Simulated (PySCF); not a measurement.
PySCF input for Sn(H)2(Cl)(NH2) (ClH4NSn), SMILES [Cl][SnH2][NH2], TDDFT-PBE0/def2-SVPD. The structure is a stationary point at B3LYP-D3(BJ)/def2-SVP. The def2 effective core potentials stand for the cores of Sn; spin–orbit coupling is left out. Other conformers were not sampled.

```python
import numpy as np
from pyscf import gto, scf, dft, tdscf

mol = gto.M(
    atom='''
    Sn   -0.33332685    0.34471871   -0.00000000
    N     1.25052623    1.62993632    0.00000000
    Cl    0.38955758   -1.93372411    0.00000000
    H    -1.20185393    0.57813716   -1.45528770
    H    -1.20185394    0.57813717    1.45528768
    H     1.84694407    1.53577285   -0.82288222
    H     1.84694407    1.53577285    0.82288222
    ''',
    basis='def2-SVPD',
    ecp={'Sn': 'def2-svp'},
    charge=0,
    spin=0,
    symmetry=True,
    max_memory=1600,
    verbose=4,
)
mf = dft.RKS(mol, xc='pbe0').density_fit(auxbasis='def2-universal-jkfit')
mf.grids.level = 3
mf.conv_tol = 1e-9
mf.max_cycle = 100
mf.kernel()
mf.grids = dft.Grids(mol).set(level=1).build(with_non0tab=True)  # coarser grid for the response kernel
td = tdscf.TDDFT(mf)
td.singlet = True
td.nstates = 10
td.conv_tol = 1e-4
td.kernel(x0=td.get_init_guess(mf, 15))
td.analyze()
tt = tdscf.TDA(mf)
tt.singlet = False
tt.nstates = 4
tt.conv_tol = 1e-4
tt.kernel(x0=tt.get_init_guess(mf, 9))
tt.analyze(verbose=3)
```

Program output:

```
PySCF version 2.14.0

[INPUT] verbose = 4
[INPUT] num. atoms = 7
[INPUT] num. electrons = 50
[INPUT] charge = 0
[INPUT] spin (= nelec alpha-beta = 2S) = 0
[INPUT] symmetry True subgroup None
[INPUT] Mole.unit = angstrom
[INPUT] Symbol           X                Y                Z      unit          X                Y                Z       unit  Magmom
[INPUT]  1 Sn    -0.333326850000   0.344718710000   0.000000000000 AA   -0.629896456464   0.651423951913   0.000000000000 Bohr   0.0
[INPUT]  2 N      1.250526230000   1.629936320000   0.000000000000 AA    2.363152086285   3.080133245281   0.000000000000 Bohr   0.0
[INPUT]  3 Cl     0.389557580000  -1.933724110000   0.000000000000 AA    0.736157135948  -3.654208968368   0.000000000000 Bohr   0.0
[INPUT]  4 H     -1.201853930000   0.578137160000  -1.455287700000 AA   -2.271174769432   1.092520894834  -2.750095185448 Bohr   0.0
[INPUT]  5 H     -1.201853940000   0.578137170000   1.455287680000 AA   -2.271174788329   1.092520913731   2.750095147654 Bohr   0.0
[INPUT]  6 H      1.846944070000   1.535772850000  -0.822882220000 AA    3.490218459690   2.902190076043  -1.555022028574 Bohr   0.0
[INPUT]  7 H      1.846944070000   1.535772850000   0.822882220000 AA    3.490218459690   2.902190076043   1.555022028574 Bohr   0.0

nuclear repulsion = 183.332092122713
point group symmetry = Cs
symmetry origin: [ 5.81454189e-09 -2.42272576e-09 -4.84545156e-10]
symmetry axis x: [1.00000000e+00 2.15440893e-10 4.08745362e-10]
symmetry axis y: [ 2.15440893e-10 -1.00000000e+00 -3.40165565e-11]
symmetry axis z: [-4.08745362e-10 -3.40168056e-11  1.00000000e+00]
num. orbitals of irrep A' = 71
num. orbitals of irrep A" = 40
number of shells = 47
number of NR pGTOs = 182
number of NR cGTOs = 111
basis = def2-SVPD
ecp = {'Sn': 'def2-svp'}


[settings echo left out]
init E= -707.89265049292
HOMO (A') = -0.688834465159492  LUMO (A') = -0.579895910095577  gap/eV = 2.96437
cycle= 1 E= -729.732228523517  delta_E= -21.8  |g|= 2.63  |ddm|= 8.97
HOMO (A") = -0.0772077887989244  LUMO (A') = 0.0206635264257632  gap/eV = 2.66321
cycle= 2 E= -729.385626020597  delta_E= 0.347  |g|= 3.23  |ddm|= 8.78
HOMO (A') = -0.278168847005559  LUMO (A') = -0.0228664090864294  gap/eV = 6.94713
cycle= 3 E= -731.294825129461  delta_E= -1.91  |g|= 0.118  |ddm|= 3.18
HOMO (A') = -0.290803237262299  LUMO (A') = -0.0425879244403613  gap/eV = 6.75428
cycle= 4 E= -731.29893973876  delta_E= -0.00411  |g|= 0.0575  |ddm|= 0.303
HOMO (A') = -0.289845957346678  LUMO (A') = -0.0377969712041447  gap/eV = 6.85860
cycle= 5 E= -731.29998304484  delta_E= -0.00104  |g|= 0.0143  |ddm|= 0.0926
HOMO (A') = -0.290167331577819  LUMO (A') = -0.0365749448164502  gap/eV = 6.90060
cycle= 6 E= -731.300036903453  delta_E= -5.39e-05  |g|= 0.005  |ddm|= 0.0278
HOMO (A') = -0.289432128819209  LUMO (A') = -0.0365891391892245  gap/eV = 6.88021
cycle= 7 E= -731.300042745521  delta_E= -5.84e-06  |g|= 0.00196  |ddm|= 0.00882
HOMO (A') = -0.289781646477159  LUMO (A') = -0.0366560944804222  gap/eV = 6.88790
cycle= 8 E= -731.30004363437  delta_E= -8.89e-07  |g|= 0.000514  |ddm|= 0.00326
HOMO (A') = -0.289723880911232  LUMO (A') = -0.0366551928442379  gap/eV = 6.88635
cycle= 9 E= -731.300043703011  delta_E= -6.86e-08  |g|= 5.72e-05  |ddm|= 0.000786
HOMO (A') = -0.289724215964829  LUMO (A') = -0.0366601959197248  gap/eV = 6.88622
cycle= 10 E= -731.300043704113  delta_E= -1.1e-09  |g|= 2.03e-05  |ddm|= 0.000116
HOMO (A') = -0.289722646171124  LUMO (A') = -0.0366586618466516  gap/eV = 6.88622
cycle= 11 E= -731.300043704242  delta_E= -1.3e-10  |g|= 2.38e-06  |ddm|= 3.99e-05
HOMO (A') = -0.289722772416016  LUMO (A') = -0.0366589431376284  gap/eV = 6.88622
Extra cycle  E= -731.300043704248  delta_E= -5.34e-12  |g|= 2.08e-06  |ddm|= 8.64e-06
converged SCF energy = -731.300043704248
tot grids = 29352


******** <class 'pyscf.tdscf.rks.TDDFT'> for <class 'pyscf.df.df_jk.DFSymAdaptedRKS'> ********
nstates = 10 singlet
deg_eia_thresh = 1.000e-03
wfnsym = None
conv_tol = 0.0001
eigh lindep = 1e-12
eigh level_shift = 0
eigh max_cycle = 100


Excitation energies (eV)
[5.86283111 6.19475787 6.23802752 6.42539763 6.74437307 7.1845511
 7.4884053  7.54847331 7.62901852 7.73029783]

** Singlet excitation energies and oscillator strengths **
Excited State   1:   A'      5.86283 eV    211.47 nm  f=0.1051
      23 -> 26       -0.10170
      25 -> 26        0.66898
      25 -> 28       -0.11054
Excited State   2:   A"      6.19476 eV    200.14 nm  f=0.0260
      24 -> 26       -0.69479
Excited State   3:   A'      6.23803 eV    198.76 nm  f=0.0339
      23 -> 26       -0.19083
      25 -> 27       -0.64110
      25 -> 28        0.18582
Excited State   4:   A'      6.42540 eV    192.96 nm  f=0.0192
      23 -> 26        0.65509
      25 -> 26        0.11135
      25 -> 27       -0.20691
Excited State   5:   A'      6.74437 eV    183.83 nm  f=0.0152
      23 -> 26        0.11037
      25 -> 27        0.16826
      25 -> 28        0.66379
Excited State   6:   A"      7.18455 eV    172.57 nm  f=0.0028
      24 -> 27       -0.69769
Excited State   7:   A'      7.48841 eV    165.57 nm  f=0.0260
      22 -> 26        0.17362
      23 -> 27       -0.66480
Excited State   8:   A"      7.54847 eV    164.25 nm  f=0.0010
      21 -> 26       -0.16575
      24 -> 28        0.67780
Excited State   9:   A'      7.62902 eV    162.52 nm  f=0.0155
      25 -> 29       -0.68501
      25 -> 31       -0.11501
Excited State  10:   A"      7.73030 eV    160.39 nm  f=0.0041
      25 -> 30        0.69428

** Transition electric dipole moments (AU) **
state          X           Y           Z        Dip. S.      Osc.
  1        -0.3486     -0.7812     -0.0000      0.7318      0.1051
  2         0.0000     -0.0000     -0.4137      0.1711      0.0260
  3        -0.1750      0.4371     -0.0000      0.2217      0.0339
  4         0.2808     -0.2076      0.0000      0.1219      0.0192
  5        -0.0601     -0.2977      0.0000      0.0922      0.0152
  6         0.0000     -0.0000      0.1258      0.0158      0.0028
  7        -0.3485     -0.1427     -0.0000      0.1419      0.0260
  8         0.0000      0.0000     -0.0741      0.0055      0.0010
  9        -0.1382      0.2525      0.0000      0.0829      0.0155
 10         0.0000      0.0000      0.1466      0.0215      0.0041

WARN: ECP detected. Skipping calculation of transition velocity and magnetic dipole moments, which have not yet been implemented.



******** <class 'pyscf.tdscf.rks.TDA'> for <class 'pyscf.df.df_jk.DFSymAdaptedRKS'> ********
nstates = 4 triplet
deg_eia_thresh = 1.000e-03
wfnsym = None
conv_tol = 0.0001
eigh lindep = 1e-12
eigh level_shift = 0
eigh max_cycle = 100


Excitation energies (eV)
[4.94348101 5.65466779 5.8646335  6.00056803]

** Triplet excitation energies and oscillator strengths **
Excited State   1:   A'      4.94348 eV    250.80 nm  f=0.0000
Excited State   2:   A"      5.65467 eV    219.26 nm  f=0.0000
Excited State   3:   A'      5.86463 eV    211.41 nm  f=0.0000
Excited State   4:   A'      6.00057 eV    206.62 nm  f=0.0000
```

Self-consistency was reached.

Cost: very roughly 50 core-seconds.
